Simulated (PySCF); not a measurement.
Computed shifts of a molecule CH₇FO₂Si₂, PBE0/pcSseg-1 (PySCF), GIAO, gas phase, atoms alike by connectivity averaged where their shifts nearly agree, in ppm (number of nuclei): ²⁹Si: -27.8 (1), -66.2 (1). ¹⁹F: -132.7 (1). ¹³C: -7.5 (1). ¹H: 4.49 (3), 2.72 (1), 2.42 (1), 0.48 (2). References: ¹⁷O against H2O (σ = 334.2 ppm); ²⁹Si against TMS (σ = 352.7 ppm); ¹⁹F against CFCl3 (σ = 167.2 ppm); ¹³C against TMS (σ = 186.3 ppm); ¹H against TMS (σ = 31.56 ppm), references at their B3LYP-D3(BJ)/def2-TZVP geometries, non-relativistic. Geometry: PBE-D3(BJ)/def2-SVP. One conformer was computed; it need not be the lowest.

Task: Which structure fits?
A. CO[Si@H](O)[SiH2]F
B. C[SiH2]O[Si@H](O)F
C. O[Si](O)(F)C[SiH3]
D. C[Si@@](O)(F)[SiH2]O

Result: C, O[Si](O)(F)C[SiH3]
